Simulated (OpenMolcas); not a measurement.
**Mo+: effect of the basis set**

- Program: OpenMolcas
- Method: CASSCF
- Active space: 5 electrons in 5 orbitals (4d)
- State averaging: 2S+1 = 6 even, 1 root; 2S+1 = 4 even, 24 roots; 2S+1 = 2 even, 75 roots (67 in the spin-orbit step)
- Spin-orbit coupling: state interaction with AMFI integrals over the reference wave functions, term energies averaged over their components

A. ANO-R1 [6s4p3d1f], X2C, finite nucleus; cost roughly 21 core-seconds
B. ANO-RCC-VDZP [6s5p3d1f], DKH2, point nucleus; cost of the order of 19 core-seconds
C. ANO-R2 [7s5p4d2f1g], X2C, finite nucleus; cost of the order of 21 core-seconds
D. ANO-RCC-VTZP [7s6p4d2f1g], DKH2, point nucleus; cost about 21 core-seconds
E. ANO-R3 [8s6p5d3f2g1h], X2C, finite nucleus; cost about 40 core-seconds
F. ANO-RCC-VQZP [8s7p5d3f2g1h], DKH2, point nucleus; cost of the order of 29 core-seconds

Energies in cm-1 above 4d5 6S 5/2, the measured ground level; measured values from NIST Handbook of Basic Atomic Spectroscopic Data.

| Level | A | B | C | D | E | F | Measured |
| --- | --- | --- | --- | --- | --- | --- | --- |
| 4d5 6S 5/2 | 0.0 | 0.0 | 0.0 | 0.0 | 0.0 | 0.0 | 0.0 |
| 4d5 4G 5/2 | 20692 | 20344 | 20704 | 20735 | 20720 | 20713 | 15199 |
| 4d5 4G 7/2 | 20759 | 20414 | 20772 | 20804 | 20789 | 20783 | 15331 |
| 4d5 4G 11/2 | 20777 | 20434 | 20791 | 20822 | 20807 | 20802 | 15447 |
| 4d5 4G 9/2 | 20799 | 20456 | 20813 | 20845 | 20830 | 20825 | 15428 |
| 4d5 4P 5/2 | 23646 | 23225 | 23642 | 23674 | 23653 | 23640 |  |
| 4d5 4P 3/2 | 23817 | 23402 | 23815 | 23848 | 23828 | 23818 |  |
| 4d5 4P 1/2 | 24044 | 23634 | 24045 | 24077 | 24058 | 24051 |  |
| 4d5 4D 7/2 | 25612 | 25200 | 25613 | 25642 | 25627 | 25622 |  |
| 4d5 4D 1/2 | 25845 | 25440 | 25849 | 25878 | 25864 | 25863 |  |
| 4d5 4D 3/2 | 26019 | 25617 | 26024 | 26053 | 26039 | 26040 |  |
| 4d5 4D 5/2 | 26043 | 25640 | 26047 | 26076 | 26062 | 26063 |  |
| 4d5 2I 11/2 | 29593 | 29093 | 29590 | 29625 | 29601 | 29594 |  |
| 4d5 2I 13/2 | 29752 | 29258 | 29753 | 29788 | 29765 | 29761 |  |
| 4d5 2D 5/2(1) [58 %] | 32765 | 32189 | 32722 | 32750 | 32722 | 32709 |  |
| 4d5 2D 3/2(1) | 33453 | 32889 | 33421 | 33449 | 33425 | 33417 |  |
| 4d5 2F 7/2(1) [59 %] | 34320 | 33747 | 34283 | 34310 | 34286 | 34279 |  |
| 4d5 4F 9/2 | 34446 | 33887 | 34417 | 34443 | 34424 | 34417 |  |
| 4d5 4F 5/2 | 34636 | 34084 | 34611 | 34637 | 34619 | 34615 |  |
| 4d5 4F 7/2 [60 %] | 34737 | 34185 | 34710 | 34737 | 34717 | 34717 |  |
| 4d5 4F 3/2 | 35091 | 34549 | 35070 | 35098 | 35080 | 35084 |  |
| 4d5 2F 5/2(1) [51 %] | 35845 | 35304 | 35825 | 35855 | 35836 | 35849 |  |
| 4d5 2H 9/2 | 36204 | 35601 | 36152 | 36176 | 36151 | 36145 |  |
| 4d5 2H 11/2 | 36773 | 36182 | 36728 | 36753 | 36730 | 36732 |  |

Deviations, from unrounded energies. A percentage is the sum of absolute deviations over the sum of measured energies, with the sign that they share, or ± where signs differ.

| Against measurement | Levels | A | B | C | D | E | F |
| --- | --- | --- | --- | --- | --- | --- | --- |
| mean absolute deviation (cm-1) | 4 | 5400 | 5100 | 5400 | 5500 | 5400 | 5400 |
| other terms of the ground configuration (%) | 4 | +35.2 | +33.0 | +35.3 | +35.5 | +35.4 | +35.4 |

B lies closest to measurement on these levels and D furthest from it. The largest miss of B in the table is 4d5 4G 5/2, by +5100 cm-1. The ranking rests on the paired levels alone, and a cruder setting can come out closer through cancelling errors.

Among A to F the level of the table that moves most is 4d5 2H 9/2, by 600 cm-1 (lowest in B, highest in A).

Some high roots are left out of the spin-orbit mixing, which shifts the levels that they would mix with. Configurations with an s electron lie low at this charge and mix in, so terms can be misplaced. Without dynamic correlation excited terms often stand tens of per cent too high (terms of higher spin than the ground term too low), and those without a measured partner can miss by more than the paired ones. Measured partners are found by configuration, term and J. A level has none where our copy of the source lacks it or the pairing is in doubt (some pairs that miss far off the trend of their configuration count as doubtful), and it then counts in no deviation. Only configurations of the active space appear. The table leaves out levels that lie high or whose names do not pair safely across all columns.

A share in square brackets marks a mixed level and gives the weight of the term that names it, the lowest over the columns. A number in round brackets counts repeated terms of one configuration in the order of the reference energies.
